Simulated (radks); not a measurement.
Initial-state core-level shifts of the sulfur ion S+ when its valence configuration changes from [Ne] 3s2 3p3. Calculated with a radial shooting solver on a logarithmic mesh with Libxc functionals: scalar-relativistic Kohn-Sham, PBE, spin-polarised, spherical densities, finite nucleus; open shells are filled with parallel spins first; Fermi nuclear charge, rms radius 3.2611 fm. Shifts are changes of the shell-averaged eigenvalues in eV (positive: less bound); the change of the density at the nucleus, which sets a Mossbauer isomer shift, is in e/bohr^3, on a base of 2957.

valence          1s      2s      2p  density at nucleus
3s1 3p4      -1.431  -1.415  -1.400            -10.4291
3s1.5 3p3.5  -0.718  -0.710  -0.703             -5.2020
3p5          -3.189  -3.118  -3.088            -21.2191
3s0.5 3p4.5  -2.372  -2.323  -2.300            -15.7958
